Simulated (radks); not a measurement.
The numbers below are computed, except where a source is named.
Q: These are the eigenvalues of the occupied orbitals of an atom or ion with whole-number occupations (eV). Level of theory: Dirac Kohn-Sham, LDA (Slater exchange, Perdew-Wang correlation), spin-unpolarised, spherical densities, point nucleus (a radial shooting solver on a logarithmic mesh with Libxc functionals).

orbital  eigenvalue
1s1/2     -90480.61
2s1/2     -16266.79
2p1/2     -15632.65
2p3/2     -13314.87
3s1/2     -3947.136
3p1/2     -3660.341
3p3/2     -3141.479
3d3/2     -2670.643
3d5/2     -2560.582
4s1/2     -926.8938
4p1/2     -802.2834
4p3/2     -674.1503
4d3/2     -471.2725
4d5/2     -447.3596
5s1/2     -185.7088
4f5/2     -183.7596
4f7/2     -178.2637
5p1/2     -142.3396
5p3/2     -117.4034
5d3/2      -56.8509
5d5/2      -53.7761
6s1/2      -40.4460

Which element is it, and in what charge state? The configuration may be excited. Open shells, if any, are shared by 2j + 1.

A: Z = 83, bismuth, charge +3: Bi3+ in [Hg]. The list shows which subshells hold electrons but not how many an open one holds; the 1s level, -3325.1 hartree, gives Z - s = 81.5 by -(Z - s)^2/2, which with screening and relativity narrows Z to a few neighbours, and the depths of the outer levels then fix element, charge and occupations together.
